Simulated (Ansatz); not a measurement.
Reaction (ligand exchange at the Si–O bond): `C=C[SiH2]O` + `N[SiH3]` → `C=C[SiH2]N[SiH3]` + H₂O

Computed with Ansatz on PBE0-D4/def2-TZVP structures; ΔE is electronic, products minus reactants. CBS: MP2 limit from def2 TZ/QZ plus the TZ coupled-cluster correction, frozen cores. This one scheme is used for every species. DFT in def2-TZVPP. One conformer a species, not always the lowest.

| level | ΔE (eV) |
| --- | --- |
| LDA (SPW92) | 0.30 |
| r2SCANh-D4 | 0.33 |
| BHLYP-D4 | 0.31 |
| PBE-QIDH | 0.29 |
| BLYP | 0.41 |
| CAM-B3LYP | 0.39 |
| CCSD/def2-TZVPP | 0.29 |
| HF/CBS(def2) | 0.41 |

Task: What does CCSD(T)/CBS give? (An estimate is asked.)

Result: Computed: +0.25 eV. The listed levels differ from it by 0.05, 0.08, 0.06, 0.04, 0.16, 0.14, 0.04, 0.16 eV.

Task: What do rigid-rotor, harmonic-oscillator terms from PBE0-D4/def2-TZVP frequencies (298.15 K, 1 bar) make of the CCSD(T)/CBS value? (Best estimate.)

Result: The calculation gave: ΔZPE = -0.03 eV, ΔH = +0.25 eV, ΔS = -3 J/(mol·K), ΔG = +0.26 eV. Modes under 50 cm⁻¹ make the entropy rough.

Largest T1 diagnostic among the species: 0.011.

Leaving LDA and LC-ωPBE aside and taking each functional with its dispersion term where it has one, the values, not all of them listed here, spread over 0.11 eV, from revPBE-D4 to B2PLYP. In def2-TZVPP, CCSD(T) changes the Hartree–Fock value by −0.14 eV (the triples alone add −0.02 eV) and MP2 by −0.15 eV. The D4 term adds −0.09 eV with B3LYP and −0.05 eV with PBE0; it sums over pairs of atoms, weighted by their polarisabilities, and B3LYP, whose exchange is more repulsive, gets the larger term.

B3LYP here is the variant with VWN-RPA as its local correlation; programs differ in this.
